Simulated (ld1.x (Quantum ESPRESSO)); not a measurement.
# Transferability test, TM potential for S

- Element: sulfur
- Generator: ld1.x (Quantum ESPRESSO) 7.5
- Type: norm-conserving Troullier–Martins (Kleinman–Bylander form)
- Functional: BP86
- Relativity: fully relativistic
- Frozen core: [Ne]
- Valence charge: 6
- Reference configuration: 3s1 3p5
- Partial waves: 3p (bound): rc 1.60 bohr; 3s (bound): rc 1.00 bohr
- Local potential: the s channel
- Core correction: none

Open shells are filled in proportion to 2j + 1 (rel_dist='average').

Energies are relative to the spin-unpolarised reference configuration 3s1 3p5; without spin polarisation the order of configurations can differ from experiment.

| valence configuration | charge | ΔE all-electron (eV) | error AE − PS (meV) |
| --- | --- | --- | --- |
| 3s2 3p3 | +1 | 1.545 | +50 |
| 3s2 3p2 | +2 | 23.921 | +110 |
| 3s2 3p3.5 | +0.5 | -5.609 | +38 |
| 3s2 3p1 | +3 | 58.068 | +260 |
| 3s0 3p6 | 0 | 10.437 | +77 |

What are ΔE and the potential's error for 3s2 3p0?

ΔE = 104.995 eV all-electron; the error (AE − PS) is +591 meV.

What are ΔE and the potential's error for 3s2 3p4?

ΔE = -10.316 eV all-electron; the error (AE − PS) is +32 meV.

Levels in the configuration 3s0 3p6:

| level | all-electron (eV) | pseudo (eV) |
| --- | --- | --- |
| 3p j=1/2 | -8.230 | -8.227 |
| 3p j=3/2 | -8.140 | -8.137 |

ld1.x printed “convergence not achieved” for 1 of the counted tests; its residual had stalled under 1e-8, short of the target of 1e-14.
